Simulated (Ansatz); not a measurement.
```xyz
7

C     0.5487   -1.1290    0.2288
N     0.1308    0.0596    0.2455
In   -1.3849    1.1761   -1.5351
H     1.1891   -1.5604    1.0024
H     0.2594   -1.7727   -0.6029
H     0.4417    0.5985    1.0513
H    -1.1849    2.6279   -0.3900
```

The species carries charge 0 and has multiplicity 1. In: def2 effective core potential. The bonds changed during the relaxation, so this is another structure than the one it started from.

(1) List the r2SCAN/def2-TZVPP orbital energies in eV (Ansatz). (Estimate.)

Answers

(1) Ansatz gave: Occupied: -386.55, -275.43, -124.09, -80.74, -80.65, -80.40, -24.98, -18.00, -17.98, -17.76, -17.74, -17.70, -17.12, -13.95, -12.13, -9.73, -9.03, -7.18, -4.23. Lowest empty: -2.57, -1.40, -0.51, 1.09, 1.53, 2.28, 3.15, 3.17.
